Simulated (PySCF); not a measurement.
Breaking a bond: SiH, doublet.

- CASSCF(5,5)/6-31G (PySCF)
- ROHF/6-31G (PySCF)
- ROKS-PBE0 = PySCF with restricted open-shell PBE0/6-31G
- UCCSD(T) = CCSD(T) on UHF/6-31G, 5 core orbitals frozen in PySCF

Energies relative to the lowest point of each curve near equilibrium, in kcal/mol:

```csv
R / Å,"CASSCF(5,5)",ROHF,ROKS-PBE0
1.23,31.8,28.4,30.6
1.30,18.4,15.5,17.2
1.45,3.5,1.9,2.8
1.48,2.1,0.9,1.5
1.53,0.6,0.0,0.3
1.59,0.0,0.2,0.0
1.61,0.0,0.4,0.1
1.67,0.6,1.9,1.2
1.79,3.7,6.8,5.2
1.91,8.2,13.3,10.9
2.07,15.1,23.3,19.9
2.31,25.7,39.2,34.1
```

Problem. Predict the corresponding UCCSD(T) column.

Solution. 1.23: 31.6; 1.30: 18.1; 1.45: 3.3; 1.48: 1.9; 1.53: 0.5; 1.59: 0.0; 1.61: 0.1; 1.67: 0.8; 1.79: 4.1; 1.91: 8.8; 2.07: 16.1; 2.31: 27.1 (kcal/mol).

The scan ran from 1.23 to 6.10 Å; beyond the distances shown one of the unrestricted levels run for this scan, shown here or not, changes its spin distribution in one step. The unrestricted determinant behind UCCSD(T) is spin-contaminated at 2.07 to 2.31 Å (<S²> up to 1.3, against 0.75 for a pure doublet).
